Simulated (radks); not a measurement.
Question: All-electron atom: Ce13+ in [Ar] 3d9 4s2 4p6 4d10 (not the ground configuration). All-electron calculation, scalar-relativistic Kohn-Sham, BLYP, spin-polarised, spherical densities, finite nucleus; open shells are filled with parallel spins first (spin-orbit coupling, left out, can overturn this in heavy ions); Fermi nuclear charge, rms radius 4.8771 fm. Program: a radial shooting solver on a logarithmic mesh with Libxc functionals. Some entries of the table are withheld. Estimate them.

| orbital | occ. | eigenvalue (eV) | r(max) (bohr) | <r^2> (bohr^2) |
|---|---|---|---|---|
| 1s up | 1 | -40558.31 | 0.01574 | 0.0008208 |
| 1s down | 1 | -40558.28 | 0.01574 | 0.0008208 |
| 2s up | 1 | -6734.145 | 0.08906 | 0.01305 |
| 2s down | 1 | -6731.454 | 0.08905 | 0.01305 |
| 2p up | 3 | -6062.000 | 0.07166 | 0.01040 |
| 2p down | 3 | -6059.920 | 0.07165 | 0.01040 |
| 3s up | 1 | -1653.293 | 0.2536 | 0.08752 |
| 3s down | 1 | -1650.152 | 0.2537 | 0.08762 |
| 3p up | 3 | -1439.723 | 0.2480 | 0.08722 |
| 3p down | 3 | -1436.556 | 0.2481 | 0.08734 |
| 3d up | 5 | -1139.736 | 0.2036 | 0.07380 |
| 3d down | 4 | -1136.009 | 0.2037 | 0.07396 |
| 4s up | 1 | -510.8153 | (1) | 0.4326 |
| 4s down | 1 | -510.3209 | (2) | 0.4333 |
| 4p up | 3 | (3) | 0.6050 | 0.4786 |
| 4p down | 3 | (4) | 0.6055 | 0.4794 |
| 4d up | 5 | -335.0162 | 0.6263 | 0.5520 |
| 4d down | 5 | -334.5675 | 0.6272 | 0.5535 |

Answer: 
(1) 4s up r(max) (bohr): 0.5826
(2) 4s down r(max) (bohr): 0.5830
(3) 4p up eigenvalue (eV): -438.8658
(4) 4p down eigenvalue (eV): -438.4115
